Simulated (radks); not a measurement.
Mn3+, 22 electrons, occupied as [Ar] 3d4 (the NIST ground configuration). Method: non-relativistic Kohn-Sham, TPSS, spin-polarised, spherical densities, point nucleus; open shells are filled with parallel spins first; meta-GGA in the generalised Kohn-Sham scheme; computed with a radial shooting solver on a logarithmic mesh with Libxc functionals. Some entries of the table are withheld. Estimate them.

| orbital | occ. | eigenvalue (hartree) | <1/r> (bohr^-1) | <r^2> (bohr^2) |
|---|---|---|---|---|
| 1s down | 1 | -236.0726 | 24.53 | 0.005076 |
| 1s up | 1 | -236.0720 | 24.53 | 0.005076 |
| 2s up | 1 | -28.40474 | 5.223 | 0.09403 |
| 2s down | 1 | -28.33494 | 5.233 | 0.09368 |
| 2p up | 3 | -24.48764 | 5.166 | 0.07587 |
| 2p down | 3 | -24.43205 | 5.174 | 0.07551 |
| 3s up | 1 | -4.51448 | 1.653 | 0.8323 |
| 3s down | 1 | -4.33482 | 1.646 | 0.8390 |
| 3p up | 3 | (1) | (2) | 0.9282 |
| 3p down | 3 | (3) | (4) | 0.9431 |
| 3d up | 4 | (5) | 1.251 | 1.318 |
| 3d down | 0 | (6) | 1.221 | 1.430 |

Answer. 
(1) 3p up eigenvalue (hartree): -3.38674
(2) 3p up <1/r> (bohr^-1): 1.537
(3) 3p down eigenvalue (hartree): -3.20682
(4) 3p down <1/r> (bohr^-1): 1.526
(5) 3d up eigenvalue (hartree): -1.57946
(6) 3d down eigenvalue (hartree): -1.40798
